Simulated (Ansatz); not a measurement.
`CC[Te][SiH3]` → `[SiH3][TeH]` + ethylene  (β-hydride elimination)

Calculated with Ansatz (gas phase, PBE0-D4/def2-TZVP geometries, no zero-point term in ΔE). CCSD(T)/CBS adds triple-zeta CCSD(T) − MP2 to the extrapolated MP2 energy (def2 sets, frozen cores). This one scheme is used for every species. DFT in def2-TZVPP. B3LYP here is the variant with VWN-RPA as its local correlation; programs differ in this. HSE06 is defined as in plane-wave codes. Elements past krypton have def2 core potentials. For Te outer-core shells are correlated without core-valence functions, which leaves a few kJ/mol of doubt a bond. One conformer a species, not always the lowest.

`CC[Te][SiH3]`:

Z-matrix (Å, degrees):
```
C
C 1 1.513
H 1 1.092 2 111.6
H 1 1.094 2 110.2 3 -119.6
H 1 1.092 2 111.6 3 120.8
Te 2 2.166 1 110.5 3 -60.4
H 2 1.089 1 111.7 3 -179.2
H 2 1.089 1 111.7 3 58.3
Si 6 2.482 2 94.4 1 179.4
H 9 1.485 6 106.8 2 -179.9
H 9 1.487 6 111.3 2 60.5
H 9 1.487 6 111.2 2 -60.3
```

`[SiH3][TeH]`:

Z-matrix (Å, degrees):
```
Si
Te 1 2.494
H 1 1.484 2 111.4
H 1 1.484 2 111.4 3 122.4
H 1 1.484 2 104.9 3 -118.8
H 2 1.658 1 91.7 3 -60.9
```

`C=C`:

Z-matrix (Å, degrees):
```
C
C 1 1.323
H 1 1.085 2 121.7
H 1 1.085 2 121.7 3 -180.0
H 2 1.085 1 121.7 3 -0.0
H 2 1.085 1 121.7 3 -180.0
```

| level | ΔE (kcal/mol) | difference from CCSD(T)/CBS |
| --- | --- | --- |
| LDA (SPW92) | 34.3 | 7.1 |
| revPBE-D4 | 28.2 | 1.0 |
| BLYP-D4 | 23.2 | -4.0 |
| r2SCAN-D4 | 27.9 | 0.7 |
| B97M-V | 25.7 | -1.5 |
| PBE0-D4 | 30.0 | 2.8 |
| B3LYP-D4 | 24.9 | -2.3 |
| r2SCANh-D4 | 28.4 | 1.2 |
| r2SCAN0-D4 | 29.2 | 2.0 |
| HSE06-D4 | 30.0 | 2.8 |
| BHLYP-D4 | 26.4 | -0.8 |
| CAM-B3LYP-D4 | 25.5 | -1.7 |
| B2PLYP | 24.0 | -3.2 |
| PBE-QIDH | 30.3 | 3.1 |
| PBE | 25.9 | -1.3 |
| revPBE | 21.9 | -5.3 |
| BLYP | 17.9 | -9.3 |
| PBE0 | 27.7 | 0.5 |
| B3LYP | 20.8 | -6.4 |
| r2SCANh | 27.7 | 0.5 |
| r2SCAN0 | 28.4 | 1.2 |
| HSE06 | 27.8 | 0.6 |
| BHLYP | 22.8 | -4.4 |
| CAM-B3LYP | 23.1 | -4.1 |
| LC-ωPBE | 28.5 | 1.3 |
| RPA@PBE/def2-TZVPP | 24.7 | -2.5 |
| HF/def2-SVP | 18.7 | -8.5 |
| CCSD/def2-SVP | 23.4 | -3.8 |
| CCSD(T)/def2-SVP | 23.7 | -3.5 |
| HF/def2-TZVPP | 17.6 | -9.6 |
| MP2/def2-TZVPP | 30.0 | 2.8 |
| SCS-MP2/def2-TZVPP | 26.8 | -0.4 |
| CCSD/def2-TZVPP | 25.0 | -2.2 |
| CCSD(T)/def2-TZVPP | 25.9 | -1.3 |
| HF/def2-QZVPP | 17.5 | -9.7 |
| MP2/def2-QZVPP | 30.8 | 3.6 |
| SCS-MP2/def2-QZVPP | 27.5 | 0.3 |
| HF/CBS(def2) | 17.5 | -9.7 |
| MP2/CBS(def2) | 31.4 | 4.2 |
| CCSD/CBS(def2) | 26.3 | -0.9 |
| CCSD(T)/CBS | 27.2 | 0 |

Largest T1 diagnostic among the species: 0.011.

From r2SCAN to r2SCAN0 (25 % exact exchange), in def2-TZVPP and without D4, ΔE moves by +1.1 kcal/mol. The D4 term adds +4.2 kcal/mol with B3LYP and +2.3 kcal/mol with PBE0; it sums over pairs of atoms, weighted by their polarisabilities, and B3LYP, whose exchange is more repulsive, gets the larger term. Leaving LDA and LC-ωPBE aside and taking each functional with its dispersion term where it has one, the values spread over 7.0 kcal/mol, from BLYP-D4 to PBE-QIDH. LDA lies +8.4 kcal/mol from PBE without D4.
